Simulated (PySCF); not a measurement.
SMILES COC(=O)CCC#N at its GFN2-xTB optimised geometry (Å):

```
15

C      3.0367    -1.3269    -2.1020
O      1.6212    -1.2727    -1.9688
C      1.1435    -0.3914    -1.0862
O      1.8305     0.3322    -0.4171
C     -0.3706    -0.4351    -1.0531
C     -0.9173     0.5319     0.0000
C     -2.3569     0.5319     0.0000
N     -3.4996     0.5210    -0.0123
H      3.4996    -1.5455    -1.1378
H      3.4190    -0.3718    -2.4676
H      3.2434    -2.1197    -2.8157
H     -0.7415    -0.1761    -2.0476
H     -0.6836    -1.4603    -0.8450
H     -0.5610     1.5455    -0.2038
H     -0.5616     0.2463     0.9937
```

Method: PBE/def2-TZVP run with PySCF. Cells within 0.4 Å of a nucleus heavier than hydrogen are left out (blank, or x).

Map of the Laplacian of the electron density (e/bohr⁵), clipped to [-1.50, 1.50] on the plane z = 0.0 Å:

```
|7777777777777777777777777777777|
|7777777777777777777777777777777|
|7777777777777777777777777777777|
|7777777777777777777777777777777|
|7777777777777777777777777777777|
|7777777777777777777777777777777|
|7777777777777777777777777777777|
|7777777777777777777777777777777|
|7777777777777777777777777777777|
|7777777777777777777777777777777|
|7777777777777777777777777777777|
|7777778777777357777777777777777|
|7777878877776267777888777777777|
|77786xx1xx34xx78778999877777777|
|77785xx0xx34xx78778809877777777|
|7777867767777677778999877777777|
|7777788877778887778898777777777|
|7777777777777777777777777777777|
|7777777777777777777777777777777|
|7777777777777777777777777777777|
|7777777777777777777777777777777|
|7777777777777777777777777777777|
|7777777777777777777777777777777|
|7777777777777777777777777777777|
|7777777777777777777777777777777|
|7777777777777777777777777777777|
|7777777777777777777777777777777|
|7777777777777777777777777777777|
|7777777777777777777777777777777|
|7777777777777777777777777777777|
|7777777777777777777777777777777|
```
Scale: ten equal steps from -1.50 (start of '0') to 0.566 (end of '9'), in the order '0123456789'; x runs from -5.50 to 5.50, y from -5.50 (bottom) to 5.50 (top).
